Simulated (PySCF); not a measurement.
**Exact mass, isotope pattern and composition**

Species: trans-Sn(PH3)2Cl4 (`[PH3]->[Sn](<-[PH3])([Cl])([Cl])([Cl])[Cl]`).

All values are calculated from tables of isotopes.

Task: Find the molar and monoisotopic masses of Cl4H6P2Sn.

Result: For Cl4H6P2Sn, with standard atomic weights, 1 × 118.710 + 2 × 30.974 + 6 × 1.008 + 4 × 35.450 = 328.506 g/mol. From the most abundant isotopes (120Sn, 31P, 1H, 35Cl), 1 × 119.902195 + 2 × 30.973762 + 6 × 1.007825 + 4 × 34.968853 = 327.7721 u.

Task: Work out the cluster of the molecular ion M+•, one line a nominal mass.

Result: 
```
nominal mass  m/z (centroid)  relative intensity
         320        319.7742                 1.3
         322        321.7715                 2.6
         323        322.7727                 0.5
         324        323.7709                22.0
         325        324.7722                11.2
         326        325.7697                59.7
         327        326.7708                25.7
         328        327.7692               100.0
         329        328.7687                21.8
         330        329.7679                86.9
         331        330.7663                 8.7
         332        331.7675                48.2
         333        332.7638                 1.7
         334        333.7679                20.3
         335        334.7622                 0.1
         336        335.7674                 6.2
         338        337.7655                 1.1
```

Cut off at 0.1 %. One electron mass, 0.00055 u, is taken off. Abundances used (%; other tables differ somewhat): 112Sn 0.97, 114Sn 0.66, 115Sn 0.34, 116Sn 14.54, 117Sn 7.68, 118Sn 24.22, 119Sn 8.59, 120Sn 32.58, 122Sn 4.63, 124Sn 5.79; 1H 99.9885, 2H 0.0115; 35Cl 75.78, 37Cl 24.22.

Task: Which m/z would the protonated, sodiated and deprotonated molecule have?

Result: [M+H]+ 328.7794, [M+Na]+ 350.7613, [M−H]− 326.7648, for the monoisotopic species (arithmetic only; whether such ions form is another matter).

Task: Protons, neutrons, electrons, and exact less nominal mass of the monoisotopic species?

Result: 154 protons, 174 neutrons and 154 electrons; 327.7721 − 328 = -0.2279 u.

Task: What is the composition by mass?

Result: Sn 36.14 %, P 18.86 %, H 1.84 %, Cl 43.17 %.

Task: Which singly substituted isotopologues are there?

Result: Intensity in % of the monoisotopic species:

| isotope | mass shift (u) | m/z | intensity (%) |
| --- | --- | --- | --- |
| 112Sn | -7.99738 | 319.7742 | 2.98 |
| 114Sn | -5.99942 | 321.7721 | 2.03 |
| 115Sn | -4.99885 | 322.7727 | 1.04 |
| 116Sn | -4.00045 | 323.7711 | 44.63 |
| 117Sn | -2.99924 | 324.7723 | 23.57 |
| 118Sn | -2.00059 | 325.7709 | 74.34 |
| 119Sn | -0.99889 | 326.7726 | 26.37 |
| 2H | +1.00628 | 328.7778 | 0.07 |
| 37Cl | +1.99705 | 329.7686 | 127.84 |
| 122Sn | +2.00124 | 329.7728 | 14.21 |
| 124Sn | +4.00308 | 331.7746 | 17.77 |

Species under 0.02 % are left out.
